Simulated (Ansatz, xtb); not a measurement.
Energy difference R1 → P1, each structure at its B3LYP-D3(BJ)/def2-TZVP stationary point, reached from a drawn start; harmonic modes at that level show minima.
R1, C3H4 (SMILES C#CC) (charge 0, multiplicity 1):
```xyz
7

C     -0.9378    -0.0919    -0.1248
C      0.4968     0.0487     0.0661
C      1.6803     0.1646     0.2235
H     -1.1656    -0.9655    -0.7387
H     -1.3529     0.7872    -0.6219
H     -1.4487    -0.2103     0.8329
H      2.7280     0.2672     0.3629
```
P1, C3H4 (SMILES C=C=C) (charge 0, multiplicity 1):
```xyz
7

C      1.300     0.008     0.000
C      0.000     0.000     0.000
C     -1.300    -0.008     0.000
H      1.867    -0.654    -0.644
H      1.859     0.679     0.643
H     -1.868     0.631    -0.666
H     -1.859    -0.655     0.667
```

P less R. No zero-point or thermal terms.

Run with Ansatz (an electronic-structure program); xtb for the GFN methods. Each number belongs to the level named beside it.

Task: Predict the reaction energy from B97M-V/def2-TZVPP.

Result: -115 meV

Task: Estimate the reaction energy that GFN1-xTB returns for this input.

Result: 248 meV

Task: What reaction energy does HF/cc-pVTZ give?

Result: 71 meV
